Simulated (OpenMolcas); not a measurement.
**Br2+: effect of the active space**

* Program: OpenMolcas
* Method: XMS-CASPT2 or its RAS form, IPEA 0.25 Eh, imaginary shift 0.1 Eh
* Basis: ANO-RCC-VTZP
* Scalar Hamiltonian: DKH2, point nucleus
* Spin-orbit coupling: state interaction with AMFI integrals over the reference wave functions, term energies averaged over their components

A. 3 electrons in 3 orbitals (4p); 2S+1 = 4 odd, 1 root; 2S+1 = 2 odd, 8 roots; closed shells correlated: 3d 4s; CASPT2 step of the order of 0.7 core-seconds
B. 5 electrons in 9 orbitals (RAS2 4s 4p; RAS3 4d, at most 2 electrons); 2S+1 = 4 odd, 1 root; 2S+1 = 2 odd, 11 roots; 2S+1 = 4 even, 7 roots kept (CI in the orbitals of an earlier block); 2S+1 = 2 even, 3 roots kept (CI in the orbitals of an earlier block); closed shells correlated: 3d; CASPT2 step about 13 core-seconds

Energies in cm-1 above 4s2 4p3 4S* 3/2, the measured ground level; measured values from Moore, Atomic Energy Levels, vol. II, NSRDS-NBS 35 (1971 reprint of NBS Circular 467, 1952).

```json
{"Level": "4s2 4p3 4S* 3/2", "A": "0.0", "B": "0.0", "Measured": "0.0"}
{"Level": "4s2 4p3 2D* 3/2", "A": "15890", "B": "16380", "Measured": ""}
{"Level": "4s2 4p3 2D* 5/2", "A": "16730", "B": "17210", "Measured": ""}
{"Level": "4s2 4p3 2P* 1/2", "A": "28290", "B": "28820", "Measured": "26915"}
{"Level": "4s2 4p3 2P* 3/2", "A": "29460", "B": "29910", "Measured": "28579"}
```

Deviations, from unrounded energies. A percentage is the sum of absolute deviations over the sum of measured energies, with the sign that they share, or ± where signs differ.

```
                        Against measurement  Levels     A     B
             mean absolute deviation (cm-1)       2  1100  1600
other terms of the ground configuration (%)       2  +4.1  +5.8
```

A lies closest to measurement on these levels. The largest miss of A in the table is 4s2 4p3 2P* 1/2, by +1400 cm-1. The ranking rests on the paired levels alone, and a cruder setting can come out closer through cancelling errors.

Between A and B the level of the table that moves most is 4s2 4p3 2P* 1/2, by 530 cm-1 (lowest in A, highest in B). Moves below CASPT2's spread within the term are not significant.

CASPT2 does not keep the components of a term degenerate, so their means are used; among the terms shown or strongly mixed into the levels shown the widest spread is 1900 cm-1 (4s2 4p3 2D*, A). Over all roots computed the reference weight is 0.93 to 0.99 in B; the roots of lowest weight are the least certain, and an intruder state may touch them. With the s shell closed, the reference lacks s² → p² mixing (holds for A). The run also gave levels led by 4s2 4p2 4d, which use shells meant for correlation; these and all levels above them are left out (holds for B). Measured partners are found by configuration, term and J. A level has none where our copy of the source lacks it or the pairing is in doubt (some pairs that miss far off the trend of their configuration count as doubtful), and it then counts in no deviation. Levels of configurations outside the active space are missing. The table leaves out levels that lie high or whose names do not pair safely across all columns.

* marks odd parity.
